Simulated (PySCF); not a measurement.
## Unknowns

PySCF 2.14.0 with density-fitted response routines calculation with geometry: GFN2-xTB and σ from GIAO-PBE0/pcSseg-1; one computed conformer, relativity neglected, rapidly exchanging positions averaged, gas phase.

Scale: $^{1}$H, $^{13}$C vs TMS (reference shieldings calculated alike). Where no couplings were computed, multiplicities follow the n + 1 count of equivalent neighbours, and m marks all less simple cases (inequivalent or close neighbours, rings, F or P nearby). Shifts are as computed. Against solution values, carbons near 30 ppm lie about +3 ppm off and those near 130 ppm about +5 ppm. Of 1211 compounds with measured shifts, 218 miss one by over three times the rms of a fit or turn the order of signals round; such compounds aren't used in these exercises.

**Question.** C6H10Si. $^{1}$H NMR (500 MHz, computed): δ 4.69 (m, 1H), 4.62 (m, 1H), 3.15 (m, 1H), 2.02 (s, 3H), 1.85 (m, 2H), 1.71 (m, 2H). $^{13}$C{$^{1}$H} NMR (computed): δ 93.3, 85.0, 25.2, 20.4, 5.1. Give a structure.

**Answer.** SMILES CC#CC1C[SiH2]C1. Rings plus π bonds: 3 (1 ring in the answer). 5 carbon signals for 6 carbons: some carbons are equivalent by symmetry or fast rotation. Carbon types of the structure: 2 × C, 1 × CH, 2 × CH2, 1 × CH3, leaving 2 H on heteroatoms. δC 93.3, 85.0: alkyne carbon; sp carbons lie upfield of alkene carbons because the cylindrical π system leaves one tensor component strongly shielded. δC 25.2: propargylic sp3 CH; saturated and bonded to C and H only. δC 5.1: propargylic methyl carbon; a saturated carbon with 1 carbon neighbour and no heteroatom attached. δH 4.69, 4.62: hydrogen on a silicon bonded to 2 C, in a 4-membered ring.

The shifts were computed for this structure.

**Question.** C6H10Si. $^{1}$H NMR (500 MHz, computed): δ 5.17 (m, 1H), 2.24 (m, 1H), 2.19 (m, 1H), 2.11 (s, 3H), 1.72 (m, 2H), 1.52 (m, 2H). $^{13}$C{$^{1}$H} NMR (computed): δ 115.8, 86.0, 20.3, 16.5, 6.1. Give a structure.

**Answer.** SMILES CC#C[SiH]1CCC1. The formula gives 3 degrees of unsaturation (1 ring in the answer). 5 carbon signals for 6 carbons: some carbons are equivalent by symmetry or fast rotation. Carbon types of the structure: 2 × C, 3 × CH2, 1 × CH3, leaving 1 H on heteroatoms. δC 115.8, 86.0: alkyne carbon. δC 20.3: sp3 CH2 in a ring; a saturated carbon with 2 carbon neighbours and no heteroatom attached. δC 16.5: sp3 CH2 bonded to Si. δC 6.1: propargylic methyl carbon; a saturated carbon with 1 carbon neighbour and no heteroatom attached.

The shifts were computed for this structure.
